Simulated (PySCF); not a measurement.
## Copper: a sound run and one with changed settings

Sound run: Cu²⁺ [Ar] 3d9, Cu³⁺ [Ar] 3d8. All numbers are calculated (PySCF 2.14, the spin-free X2C one-electron Hamiltonian (Gaussian nucleus), in aug-cc-pVDZ-DK (7s6p4d2f, 59 functions)). In the sound run the correlated levels freeze [Ar]. The sound run starts from symmetry-adapted Hartree-Fock orbitals and uses a fine grid where one is needed.

Changed run: all electrons correlated in a basis built for the valence shell.

```
species  method  sound run (hartree)  changed run (hartree)  converged
   Cu²⁺     MP2          -1652.57123            -1652.79497        yes
   Cu³⁺     MP2          -1651.22089            -1651.42840        yes
```

Ionisation energy of Cu²⁺:

| method | sound run (eV) | changed run (eV) |
| --- | --- | --- |
| UHF | 34.202 | 34.202 |
| MP2 | 36.745 | 37.186 |
| SCS-MP2 | 36.498 | 36.806 |

A valence basis has no tight correlating functions, so it recovers only part of the core correlation, and not evenly between atom and ion.

For comparison, NIST gives 36.841 ± 0.012 eV between the lowest levels.
